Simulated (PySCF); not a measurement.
CH₆GeOSi, SMILES O1[SiH2][GeH2][CH2]1.

Geometry optimised at TPSSh-D3(BJ)/def2-SVP. This is a generated structure with no PubChem entry under its InChIKey; it may be hypothetical.

Two levels are set side by side: PBE/def2-TZVP (PySCF) and HF/def2-TZVP (PySCF). Same geometry, gas phase. Differences are taken from unrounded values.

| quantity | HF | PBE | PBE minus HF |
|---|---|---|---|
| orbital gap (eV) | 12.75 | 5.22 | -7.53 |
| highest occupied level (eV) | -10.03 | -6.50 | 3.53 |
| lowest empty level (eV) | 2.72 | -1.28 | -4.00 |
| dipole moment (D) | 1.48 | 1.05 | -0.44 |
| mean polarisability (bohr³) | 68.2 | 75.3 | 7.1 |

PBE's occupied levels lie high since its potential decays too fast outside the molecule; exact exchange lowers them and widens the gap. PBE's more diffuse valence density responds more strongly to a field. Differences between two approximate levels are no errors against the true value.

Rough cost on one machine, each run with all the roots and properties that it gave: HF against PBE about 1/3.
